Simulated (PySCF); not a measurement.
Cl3Pb (anion, charge -1), SMILES [Cl][Pb-]([Cl])[Cl] (CAM-B3LYP/def2-SVP optimised geometry):

```
4

Pb    -1.070    -1.273     0.000
Cl     1.515    -1.273     0.000
Cl    -1.515     1.273     0.000
Cl    -1.527    -1.824    -2.485
```

Calculation: CAM-B3LYP/def2-TZVPD, def2 effective core potentials past Kr (PySCF).

### Question
What are the frontier orbital energies?

### Answer
HOMO-2 -5.45 eV, HOMO-1 -5.40 eV, HOMO -4.51 eV, LUMO 3.16 eV, LUMO+1 3.64 eV.

On the same geometry PBE/def2-TZVPD, def2 effective core potentials past Kr run with PySCF gives HOMO-2 -2.76 eV, HOMO-1 -2.68 eV, HOMO -2.25 eV, LUMO 1.90 eV, LUMO+1 2.41 eV.
